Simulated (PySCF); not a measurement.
Excitation energy of F⁺ by level of theory

F⁺ [He] 2s2 2p4 (3P) → F⁺ [He] 2s2 2p3 3s1, s spin flipped, as a difference of total energies. Calculation: PySCF 2.14, in aug-cc-pwCVQZ (9s8p6d4f2g, 109 functions); the non-relativistic Hamiltonian (point nucleus). Correlated levels: valence: 1s2 frozen; valence and next inner shell: nothing frozen. The calculations carry no spin-orbit coupling.

```
                                method  excitation energy (eV)
                                   UHF                  21.366
                                   LDA                  22.650
                                   PBE                  22.824
                                  PBE0                  22.723
                                r2SCAN                  22.744
                                  PW91                  22.914
                             BHandHLYP                  22.609
                                 TPSSh                  22.945
                         MP2 (valence)                  22.458
                     SCS-MP2 (valence)                  22.609
    MP2 (valence and next inner shell)                  22.485
SCS-MP2 (valence and next inner shell)                  22.623
```

Question: How much does correlation contribute at MP2 (valence and next inner shell)?

Answer: 22.485 − (21.366) = 1.119 eV, measured against UHF.

The upper determinant mixes two multiplicities, so it lies between the two terms.

The promoted electron is Rydberg-like, and one or two diffuse shells describe it only roughly, which tends to raise the upper state.
